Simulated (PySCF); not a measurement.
AlF2, SMILES [F][Al+][F], charge +1. Coordinates come from a PBE-D3(BJ)/def2-TZVP optimisation. The multiplicity is an assumed one; other spin states were not compared. The isomer is the one that the SMILES or the coordinates give; other isomers of the formula were not compared.

Give the equilibrium geometry at PBE-D3(BJ)/def2-TZVP (PySCF confirms it by a frequency run) as a Z-matrix, and its point group. (Estimate from the structure and the level; the computed values follow.)

point group D∞h.
```
Al
F 1 1.6051
F 1 1.6051 2 180.00
```
Charge +1, spin multiplicity 1.
